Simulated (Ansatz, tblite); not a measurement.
Cost and result up the ladder for BH2I (4 atoms). Charge 0, multiplicity 1. Geometry: PBE-D4/def2-TZVP.

```xyz
4

B    -0.1513    0.1608   -0.1198
H     0.3614    1.0388   -0.7461
H    -1.3289   -0.0113   -0.0213
I     1.1187   -1.1883    0.8872
```

Ansatz on 4 threads of Arm Neoverse V1 on a shared host; xTB runs through tblite on one thread. Times are rough, summed over both states, and most runs start from the orbitals of an earlier one. PBE0-D4/def2-TZVP serves as the yardstick here, not as an exact answer. The other state is a triplet.

In the def2 sets I takes a core potential; there is no spin–orbit coupling. The xTB rows come from tblite.

xTB has no spin-polarisation term.

```csv
level,functions,wall time,vertical triplet (eV),difference from PBE0-D4/def2-TZVP (eV)
GFN1-xTB,17,0.004 s,4.06,0.43
GFN2-xTB,15,0.004 s,4.17,0.54
PBE-D4/def2-TZVP,93,1.1 s,3.44,-0.18
PBE0-D4/def2-TZVP,93,1.5 s,3.63,0.00
r2SCAN-D4/def2-TZVP,93,2.5 s,3.45,-0.18
```
